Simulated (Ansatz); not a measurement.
Al₈Si₂⁻, relaxed as a doublet with UKS PBE-D4/def2-SVP in Ansatz, starting from the GFN2-xTB geometry. Force threshold 0.03 eV/Å.

Another isomer (doublet) lies 0.89 eV lower at PBE0-D4/def2-SVP; other spin states weren't run for this one.

Start:

```xyz
10

Al   -1.850    0.402    0.152
Al    0.009   -0.712    1.783
Al    0.021    0.717   -1.776
Al    0.452    1.718    0.733
Al    1.859   -0.386   -0.113
Al   -1.381    1.378    2.597
Al   -0.425   -1.728   -0.716
Al   -2.173   -0.614   -2.326
Si    1.336   -2.635    0.805
Si    2.151    1.859   -1.140
```

| step | energy (eV) | largest force component (eV/Å) | SCF passes |
| --- | --- | --- | --- |
| 1 | -68475.6806 | 0.896 | 61 |
| 2 | -68475.9433 | 0.266 | 50 |
| 3 | -68475.9723 | 0.134 | 43 |
| 4 | -68475.9806 | 0.213 | 47 |
| 5 | -68475.9935 | 0.080 | 40 |
| 6 | -68475.9976 | 0.032 | 36 |
| 7 | -68475.9982 | 0.016 | 37 |

Force components are those of the run's own axes.

End:

```xyz
10

Al   -1.9743    0.4258    0.1565
Al   -0.0420   -0.7500    1.8081
Al   -0.0027    0.7599   -1.8045
Al    0.4164    1.7752    0.7138
Al    2.1321   -0.4600   -0.1681
Al   -1.3806    1.3267    2.4825
Al   -0.4610   -1.7654   -0.7101
Al   -2.1603   -0.5623   -2.2024
Si    1.3387   -2.5646    0.8111
Si    2.1338    1.8146   -1.0869
```

By distances, no bond broke or formed. The bond that changes most is Al4–Al5, from 2.67 to 2.95 Å (atoms count from 1).

No frequencies were taken in this run, so the end may be a saddle point.

Run time 34 s (4 threads of INTEL XEON PLATINUM 8581C on a shared host).
